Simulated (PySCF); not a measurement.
Species: C₅H₁₂NP.
InChI=1S/C5H12NP/c1-4-5(7)6(2)3/h7H,4H2,1-3H3

Method used: TDDFT PBE0/def2-SVPD, vertical, gas phase, core orbitals frozen in the response in PySCF. Isolated species at its GFN2-xTB geometry (one conformer only). Torsions of this conformer, `[H]/[P:4]=[C:3](/[CH2:2][CH3:1])[N:5]([CH3:6])[CH3:7]`: C1–C2–C3–P4 -114°, C2–C3–N5–C6 27°.

```
state  E (eV)  E (kJ/mol)  λ (nm)       f  main configurations (H = HOMO, L = LUMO)
   S1    4.68         451   265.2   0.293                                 H→L (94%)
   S2    4.93         475   251.7   0.041                               H→L+1 (96%)
   S3    5.43         524   228.3   0.012                               H-1→L (97%)
   S4    5.78         557   214.6  0.0028     H→L+2 (40%), H→L+3 (22%), H→L+5 (17%)
   S5    5.83         562   212.8  0.0070                  H→L+2 (55%), H→L+3 (34%)
   S6    6.09         588   203.6   0.020     H→L+3 (40%), H→L+4 (34%), H→L+5 (15%)
   S7    6.20         598   199.9   0.014                  H→L+5 (58%), H→L+4 (39%)
   S8    6.45         622   192.3   0.015                               H→L+6 (87%)
```

Triplets, Tamm–Dancoff:

```json
{"state": "T1", "E (eV)": "2.69", "λ (nm)": "460.9", "main configurations (H = HOMO, L = LUMO)": "H→L (98%)"}
{"state": "T2", "E (eV)": "4.63", "λ (nm)": "267.6", "main configurations (H = HOMO, L = LUMO)": "H-1→L (94%)"}
{"state": "T3", "E (eV)": "4.82", "λ (nm)": "257.3", "main configurations (H = HOMO, L = LUMO)": "H→L+1 (92%)"}
```

The lowest singlet lies at 4.68 eV (265 nm, ultraviolet) and is strong; its leading configuration is HOMO→LUMO (94%). The lowest level is also the most intense of those listed (f = 0.293). Löwdin shares by element: HOMO phosphorus 42%, nitrogen 20%, carbon 19% or more, hydrogen 6% or more; LUMO phosphorus 33%, carbon 31% or more, nitrogen 13%, hydrogen 5% or more (atoms not listed hold the other 18%). Weighted by f, the mean energy of these states is 4.94 eV. The listed states span 1.77 eV, and the widest gap between neighbours is 0.51 eV (S2 to S3). Of the 8 states listed, 6 reach f = 0.01 and none stays under 0.0005. Only the lowest 8 singlets were computed, as vertical energies without vibronic structure.
